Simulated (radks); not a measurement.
The numbers below are computed, except where a source is named.
Fractional charge and spin in the 6s shell of barium: the spin-up occupation runs from 0 to 1 and the spin-down occupation from 0 to 1; the fullest corner is Ba, [Xe] 6s(up 1, down 1). Code: a radial shooting solver on a logarithmic mesh with Libxc functionals. Model: scalar-relativistic Kohn-Sham, BLYP, spin-polarised, spherical densities, finite nucleus; Fermi nuclear charge, rms radius of each element as measured or else 0.836 A^(1/3) + 0.57 fm. Energy (eV) minus the two flat planes that join the four corners (they meet along the diagonal where the two added fractions sum to one electron); zero is where a piecewise linear energy would lie.

| down \ up | 0 | 0.25 | 0.5 | 0.75 | 1 |
|---|---|---|---|---|---|
| 0 | 0.000 | -0.450 | -0.599 | -0.448 | 0.000 |
| 0.25 | -0.450 | -0.576 | -0.396 | 0.079 | -0.406 |
| 0.5 | -0.599 | -0.396 | 0.104 | -0.357 | -0.536 |
| 0.75 | -0.448 | 0.079 | -0.357 | -0.513 | -0.398 |
| 1 | 0.000 | -0.406 | -0.536 | -0.398 | 0.000 |

Corners above the fullest one (they belong to Ba+ and the next ion): (up 1, down 0) 5.169 eV, (up 0, down 1) 5.169 eV, (up 0, down 0) 15.337 eV. With half an added electron in each spin the energy lies 0.104 eV from the planes (fractional-spin error, the static-correlation error of a stretched bond), and with half an added electron in spin up alone -0.599 eV (fractional-charge error). For a frontier s shell over closed shells the exact functional lies on the planes.
